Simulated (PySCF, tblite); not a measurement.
C3H14Si3.
Bonds: Si1–C2, C2–C3, C3–Si4, C3–C5, C5–Si6. Hydrogens: H7, H8, H9 on Si1; H10, H11 on C2; H12 on C3; H13, H14, H15 on Si4; H16, H17 on C5; H18, H19, H20 on Si6.

Jobs on this species (20 atoms, 74 electrons) with PySCF (density fitting) and tblite. Hardware of each: Arm Neoverse V2, one thread, on a shared host. Other jobs ran on the host; a repeat could differ by tens of per cent or more.

```csv
level and settings,work,basis functions,SCF cycles,wall time
KT2/pcSseg-1,shieldings,193,?,?
"PBE0/pcSseg-1, IEF-PCM water",shieldings,193,12,25 s
GFN2-xTB,L-BFGS relaxation,–,–,1.2 s
GFN2-xTB,Hessian by finite differences,–,–,0.69 s
"PBE0-D3(BJ)/def2-SVP, grid level 1",geometry optimisation from a GFN2-xTB start shaken at random,166,56,2.0 min
"PBE0/pcSseg-1, IEF-PCM tetrahydrofuran","shieldings, charges and field gradients",193,12,26 s
"delta-SCF UKS SCAN, pcX-2 on the ionised atom, pcseg-1 elsewhere, spin-free X2C","ΔSCF core ionisation, 6 holes",208,82,67 s
"PBE0/def2-SVPD, IEF-PCM tetrahydrofuran","6 singlets by full TDDFT, polarisability",244,12,41 s
PBE0/def2-SVPD,"10 singlets by full TDDFT, 4 Tamm–Dancoff triplets, polarisability, dynamic polarisability, ΔSCF ions",244,12,3.2 min
```

Fill in the missing figures.

- KT2/pcSseg-1; shieldings: 34 s, 14 SCF cycles

What do all jobs in the table cost together?

About 8.4 min; the longest takes about 38 % of that, and about 280 times as long as the shortest.
